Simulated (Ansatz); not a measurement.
`[SiH3]C[SiH2][GaH2]` + H₂S → `S[SiH2][GaH2]` + `C[SiH3]` at 700 K and 1 bar (ligand exchange at the Si–C bond).

Isolated molecules relaxed with PBE0-D4/def2-TZVP in Ansatz; ΔE leaves out vibrations. CCSD(T)/CBS adds triple-zeta CCSD(T) − MP2 to the extrapolated MP2 energy (def2 sets, frozen cores). This one scheme is used for every species. For Ga outer-core shells are correlated without core-valence functions, which leaves a few kJ/mol of doubt a bond. Scalar relativity is left out up to krypton. Each species was taken in one conformer, which may not be the lowest.

```json
{"species": "`[SiH3]C[SiH2][GaH2]`", "CCSD(T)/CBS energy (Eh)": "-2545.55264", "H − E (kJ/mol)": "314.8", "S (J/(mol·K))": "523.9"}
{"species": "H₂S", "CCSD(T)/CBS energy (Eh)": "-398.97279", "H − E (kJ/mol)": "64.8", "S (J/(mol·K))": "236.9"}
{"species": "`S[SiH2][GaH2]`", "CCSD(T)/CBS energy (Eh)": "-2613.80410", "H − E (kJ/mol)": "174.6", "S (J/(mol·K))": "455.8"}
{"species": "`C[SiH3]`", "CCSD(T)/CBS energy (Eh)": "-330.73916", "H − E (kJ/mol)": "210.8", "S (J/(mol·K))": "332.0"}
```

H − E and S are ideal-gas, rigid-rotor, harmonic terms from PBE0-D4/def2-TZVP, for one conformer and one mirror image of each species. 1 Eh = 2625.50 kJ/mol, R = 8.31446 J/(mol·K).

Problem. By hand: ΔE, ΔH, ΔS and ΔG.

Solution. ΔE = (-2613.80410) + (-330.73916) − (-2545.55264) − (-398.97279) = -0.01783 Eh = -46.8 kJ/mol. Δ(H − E) = 174.6 + 210.8 − 314.8 − 64.8 = 5.8, so ΔH = -41.0 kJ/mol. ΔS = 455.8 + 332.0 − 523.9 − 236.9 = 27.0 J/(mol·K). ΔG = -41.0 − 700 × (27.0)/1000 = -59.9 kJ/mol.

Problem. By hand: the equilibrium constant, and the temperature at which ΔG would vanish if ΔH and ΔS stayed fixed.

Solution. log₁₀ K = −ΔG/(RT ln 10) = 4.5. ΔH and −TΔS have one sign here, so there is no such temperature.

TΔS isn't small against ΔH here. A doubt of 5 kJ/mol in ΔE shifts log₁₀ K by 0.4 here. Other conformers and mirror images would add mixing entropy, several J/(mol·K) or more a flexible species. Modes under 60 cm⁻¹, often nearly free rotors, make the harmonic entropy too high. These are equilibria of isolated gas molecules and say nothing of rates. Largest T1 diagnostic: 0.013 (customary marks: 0.02 for closed shells, 0.045 for open ones).
